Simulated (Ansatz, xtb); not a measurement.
## Isomers of C6H4Cl2 in order of energy

6 gas-phase structures of C6H4Cl2, from a drawn sample of its isomers (lower ones may exist). Each was relaxed with GFN2-xTB:

A. `C=C1C=C(Cl)C=C1Cl`, a singlet
B. `C=C1C=C(Cl)/C1=C\Cl`, a singlet
C. `C=C1C(=C)C(Cl)=C1Cl`, a singlet
D. `ClC1=C(Cl)[C@H]2[C@H]3[C@@H]1[C@@H]23`, a singlet
E. `C=C1C=C(Cl)C(Cl)=C1`, a singlet
F. `Cl[C@]12C=C[C@]3(Cl)[C@H]1[C@H]23`, a singlet

Task: Estimate their order in r2SCAN-D4/def2-SVP//GFN2-xTB energy at these geometries, lowest first.

Result: Calculated order at r2SCAN-D4/def2-SVP//GFN2-xTB: A (0.0), E (1.4), C (115.1), B (127.9), D (165.3), F (181.0) kJ/mol. Less than 1 kcal/mol parts A and E, so the order within that pair means little.

Energies above the lowest of each column, in kJ/mol; the last columns are at r2SCAN-D4/def2-SVP geometries and were run for some of them only (a dash: not run or not comparable):

```json
{"structure": "A", "GFN2-xTB": "0.0", "HF/STO-3G": "0.0", "r2SCAN-D4/def2-SVP//GFN2-xTB": "0.0", "r2SCAN-D4/def2-SVP": "0.0", "CCSD(T)/def2-SVP + ΔMP2/def2-TZVPP": "0.0"}
{"structure": "E", "GFN2-xTB": "1.7", "HF/STO-3G": "5.8", "r2SCAN-D4/def2-SVP//GFN2-xTB": "1.4", "r2SCAN-D4/def2-SVP": "1.5", "CCSD(T)/def2-SVP + ΔMP2/def2-TZVPP": "1.0"}
{"structure": "C", "GFN2-xTB": "108.9", "HF/STO-3G": "152.3", "r2SCAN-D4/def2-SVP//GFN2-xTB": "115.1", "r2SCAN-D4/def2-SVP": "115.7", "CCSD(T)/def2-SVP + ΔMP2/def2-TZVPP": "114.2"}
{"structure": "B", "GFN2-xTB": "118.9", "HF/STO-3G": "156.1", "r2SCAN-D4/def2-SVP//GFN2-xTB": "127.9", "r2SCAN-D4/def2-SVP": "–", "CCSD(T)/def2-SVP + ΔMP2/def2-TZVPP": "–"}
{"structure": "D", "GFN2-xTB": "93.8", "HF/STO-3G": "109.1", "r2SCAN-D4/def2-SVP//GFN2-xTB": "165.3", "r2SCAN-D4/def2-SVP": "–", "CCSD(T)/def2-SVP + ΔMP2/def2-TZVPP": "–"}
{"structure": "F", "GFN2-xTB": "118.3", "HF/STO-3G": "122.4", "r2SCAN-D4/def2-SVP//GFN2-xTB": "181.0", "r2SCAN-D4/def2-SVP": "–", "CCSD(T)/def2-SVP + ΔMP2/def2-TZVPP": "–"}
```

Every level run on A puts it lowest or level with the lowest. Frequencies (GFN2-xTB) were run for A, C, E alone. ΔMP2 is the change of the MP2 energy from the smaller to the larger basis.

Over these structures GFN2-xTB departs from r2SCAN-D4/def2-SVP//GFN2-xTB by 28.1 kJ/mol on average once a common shift is removed. A GFN2-xTB relaxation took about 0.084 s and the r2SCAN-D4/def2-SVP//GFN2-xTB energy about 2.2 s on a shared host (Ansatz 0.2.0, xtb 6.7.1).
